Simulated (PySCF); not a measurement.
Isomers of C7H11N3, mass 137.095 u with the commonest isotopes. The calculation used PBE0-D3(BJ)/def2-SVP geometry optimisation, gas phase (PySCF). One conformer each, none proved a minimum here; rigid rotors.

**Question.** Order these by rotational constant B, largest first.
A. `[CH2:1]=[CH:2][c:3]1[cH:4][n:5][n:6]([CH2:7][CH2:8][CH3:9])[n:10]1` with C1–C2–C3–C4 179°, N5–N6–C7–C8 -76°, N6–C7–C8–C9 -63°
B. `CC(C)(C)c1nccnn1`
C. `n1ccc(C(C)(C)C)nn1`
D. `n1ncc(c(c1)N(C)C)C`

**Answer.** D (1181 MHz), B (1040 MHz), C (1002 MHz), A (846.8 MHz).

**Question.** Order these by radius of gyration √(Σ m r²/M), largest first.
A. `[CH2:1]=[CH:2][c:3]1[cH:4][n:5][n:6]([CH2:7][CH2:8][CH3:9])[n:10]1` with C1–C2–C3–C4 179°, N5–N6–C7–C8 -76°, N6–C7–C8–C9 -63°
B. `[CH2:1]=[CH:2][c:3]1[n:4][n:5][nH:6][c:7]1[CH:8]([CH3:9])[CH3:10]` with C1–C2–C3–N4 0°, N6–C7–C8–C9 68°
C. `CC(C)(C)c1nccnn1`
D. `Cc1cnncc1N(C)C`

**Answer.** A (2.343 Å), B (2.261 Å), D (2.162 Å), C (2.129 Å).

**Question.** Order these by out-of-plane moment Σ m c² = (Ia + Ib − Ic)/2, largest first.
A. `CC1=C(N(C)C)C=NN=C1`
B. `CC(C)(C)c1nccnn1`
C. `[CH2:1]=[CH:2][c:3]1[cH:4][n:5][n:6]([CH2:7][CH2:8][CH3:9])[n:10]1` with C1–C2–C3–C4 179°, N5–N6–C7–C8 -76°, N6–C7–C8–C9 -63°
D. `[CH2:1]=[CH:2][c:3]1[n:4][n:5][nH:6][c:7]1[CH:8]([CH3:9])[CH3:10]` with C1–C2–C3–N4 0°, N6–C7–C8–C9 68°

**Answer.** B (55.29 u·Å²), D (54.37 u·Å²), C (44.33 u·Å²), A (22.73 u·Å²).

```csv
SMILES,point group,Ia (u·Å²),Ib (u·Å²),Ic (u·Å²),κ,μa (D),μb (D),μc (D)
CC(C)(C)c1nccnn1,near Cs,190.90,486.01,566.33,-0.83,0.65,2.01,0.02
Cc1cnncc1N(C)C,C1,235.38,427.99,617.90,-0.45,5.24,2.37,0.14
CC(C)(C)c1ccnnn1,–,189.17,504.41,582.86,-0.85,3.05,3.93,0.01
C=Cc1nn[nH]c1C(C)C,near Cs,251.64,503.43,646.34,-0.64,4.52,1.99,0.09
C=Cc1cnn(CCC)n1,C1,200.09,596.84,708.26,-0.85,0.72,0.28,0.01
```
